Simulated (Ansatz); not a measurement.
## A ladder of methods for CHBrCl2 (bromodichloromethane)

CHBrCl2: 5 atoms, total charge 0, spin state singlet. SMILES: `ClC(Cl)Br`. The coordinates come from a PBE0-D4/def2-TZVP relaxation.

```xyz
5

Cl   -0.5453    0.1542    1.6486
C     0.0800    0.0861    0.0115
Cl    1.2154   -1.2354   -0.1892
Br   -1.3535   -0.0188   -1.2825
H     0.6034    1.0139   -0.1885
```

Quantity: the atomisation enthalpy at 298 K, in kJ/mol. The values are calculated. The thermal term (zero-point and 298 K enthalpy, harmonic and unscaled) is that of PBE0-D4/def2-TZVP; the spin-orbit lowering of the free atoms at 298 K, 21.6 kJ/mol by their spectra, is taken off.

**What was measured.** Active Thermochemical Tables gives the atomisation enthalpy at 298 K of the gas as 1341 kJ/mol.

| level | kind | program | value (kJ/mol) | computed − measured | CPU time (all runs) |
| --- | --- | --- | --- | --- | --- |
| HF/6-31G* (spherical functions) | Hartree–Fock | Ansatz | 806 | -535 | 3.8 s |
| BLYP/6-31G* (spherical functions) | GGA | Ansatz | 1279 | -62 | 12 s |
| r2SCAN0/6-31G* (spherical functions) | hybrid meta-GGA | Ansatz | 1288 | -53 | 26 s |
| CAM-B3LYP/6-31G* (spherical functions) | range-separated hybrid | Ansatz | 1281 | -60 | 13 s |
| wB97M-V/6-31G* (spherical functions) | range-separated hybrid | Ansatz | 1326 | -15 | 1.7 min |
| PBE-QIDH/6-31G* (spherical functions) | double hybrid | Ansatz | 1277 | -64 | 16 s |
| RPA@PBE/6-31G* (spherical functions) | RPA | Ansatz | 1053 | -288 | 18 s |
| RPA@PBE0/6-31G* (spherical functions) | RPA | Ansatz | 1133 | -208 | 18 s |
| MP2/6-31G* (spherical functions) | perturbation theory | Ansatz | 1223 | -118 | 4.7 s |
| CCSD/6-31G* (spherical functions) | coupled cluster or CI | Ansatz | 1148 | -193 | 10 s |

Nearest: wB97M-V/6-31G* (spherical functions) (-15 kJ/mol); farthest: HF/6-31G* (spherical functions) (-535 kJ/mol). Computed less measured by kind, in kJ/mol (6-31G* rows): Hartree–Fock -535; GGA -62; global hybrid -53; range-separated hybrid -60 to -15; double hybrid -64; RPA -288 to -208; perturbation theory -118; coupled cluster or CI -193. In a finite basis correlated wave-function methods underbind, so their errors here aren't those of the basis-set limit. All-electron rows without a relativistic Hamiltonian named are non-relativistic. In the correlated wave-function rows the outer d shell of Br is correlated, in sets not made for it. Times are those of the runs behind each value, whatever else they computed, on shared processors of several kinds: orders of magnitude only.
